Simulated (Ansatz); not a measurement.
Pulling the pair apart

The pair of K⁺ (SMILES [K+], atom 1) and GeH4 (SMILES [GeH4], atoms 2–6), both closed shells, in one local arrangement (a lower one may exist), relaxed at PBE0-D4/def2-TZVP:

```
atom    x (Å)    y (Å)    z (Å)
  K1   0.2808  -0.1406  -3.6403
 Ge2  -0.0601   0.0300   0.7804
  H3   0.8219  -1.0965   1.3174
  H4  -1.5376  -0.1879   1.1041
  H5   0.0627  -0.0149  -0.7760
  H6   0.4322   1.4099   1.2143
```

GeH4 is shifted rigidly along the line between the mean atom positions of the two fragments (negative: closer). Counterpoise interaction energies in kcal/mol. Program: Ansatz 0.2.0. Basis: def2-TZVPPD. Cores are frozen in the correlated methods. Filled d shells of the heavier atoms are correlated. The outer core shell of Li, Na, Mg and K is correlated. The def2 sets are not built for correlating such inner shells, so the correlated values are less sure here. B3LYP uses VWN-RPA correlation.

| shift (Å) | B3LYP-D4 | HF | PBE0-D4 |
| --- | --- | --- | --- |
| -0.29 | -6.43 | -4.92 | -6.13 |
| -0.14 | -6.90 | -5.05 | -6.32 |
| 0.00 | -7.75 | -4.91 | -6.66 |
| 0.14 | -7.53 | -4.63 | -6.37 |
| 0.34 | -6.68 | -4.14 | -5.64 |
| 0.72 | -5.06 | -3.25 | -4.32 |
| 1.44 | -2.84 | -2.02 | -2.51 |
| 2.88 | -1.05 | -0.94 | -0.98 |

(1) What does CCSD(T) give at these shifts? (An estimate is asked for; the value comes from the calculation.)

T1 diagnostic: at most 0.010.

Results:

(1) By the calculation: -5.47, -5.42, -5.15, -4.76, -4.18, -3.18, -1.92, -0.86 kcal/mol. For zero shift, CCSD(T) at an estimated basis limit (MP2 extrapolated from triple and quadruple zeta, plus CCSD(T) − MP2 in triple zeta) gives -5.28 kcal/mol. These are counterpoise interaction energies, counted from the two frozen fragments.

For scale, one of the runs: CCSD(T)/def2-TZVPPD, 158 basis functions, launched by `ansatz run in.yaml --threads 2 --pin off --events-out ev --progress --plain --max-ram 5222MiB`. Time: 28 s of wall clock on 2 CPU threads of an Arm Neoverse V1; the host was shared. Peak host memory: 1.1 GiB.
